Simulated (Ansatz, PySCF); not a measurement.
This singlet lies 1.01 eV below the relaxed triplet at the level composite: frozen-core CCSD(T) with HF/cc-pVQZ and the correlation energy extrapolated as X^-3 from cc-pVTZ and cc-pVQZ, plus CCSDT(Q) minus CCSD(T) in cc-pVDZ // PBE0-D3(BJ)/def2-TZVP (Ansatz, an electronic-structure program).

## CH$_{4}$Si, SMILES `C[SiH]` (lower singlet) (charge 0, multiplicity 1)

Level of theory: PBE0-D3(BJ)/def2-TZVP (PySCF).

- HOMO: -6.30 eV
- dipole moment: 1.16 D
- HOMO–LUMO gap: 3.77 eV
- LUMO: -2.53 eV
- total energy: -329.7846 Ha
- cost: about 7 core-seconds (a rough figure)

Bond lengths (Å): C1–Si2 1.893, C1–H3 1.090, C1–H4 1.098, C1–H5 1.098, Si2–H6 1.531. Angles (°): Si2–C1–H3 113.8, Si2–C1–H4 109.7, Si2–C1–H5 109.5, H3–C1–H4 109.0, H3–C1–H5 109.0, H4–C1–H5 105.5, C1–Si2–H6 94.2.
